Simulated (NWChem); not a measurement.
# C$_{2}$H$_{8}$GaN; SMILES [CH3][Ga]([CH3])[NH2]

```xyz
12

Ga    -0.0031    -0.0002     0.0011
C     -0.8994    -1.7531    -0.0014
H     -0.1803    -2.5855    -0.0017
H     -1.5460    -1.8561    -0.8874
H     -1.5469    -1.8588     0.8838
C     -0.9064     1.7491    -0.0014
H     -1.5620     1.8448    -0.8817
H     -0.1903     2.5841    -0.0136
H     -1.5456     1.8575     0.8895
N      1.8174     0.0044    -0.0023
H      2.3872     0.8417     0.0052
H      2.3927    -0.8291     0.0032
```
Atoms are numbered in this order, from 1.

Computed with NWChem. Geometry: optimised at PBE0/def2-SVP. Level B3LYP/def2-SVP: single points from the atomic guess with DIIS by default; each run changes one setting, and all converged runs end within 0.3 mHa of each other. NWChem's automatic level shift, which a small gap switches on, acted in some of these runs.

| setting | SCF iterations |
|---|---|
| defaults | 7 |
| DIIS on 3 Fock matrices | 8 |
| 70 % damping for 30 cycles | 30 |
| no DIIS, 40 % damping | 21 |
| core-Hamiltonian guess | 27 |
| DIIS on 20 Fock matrices | 7 |
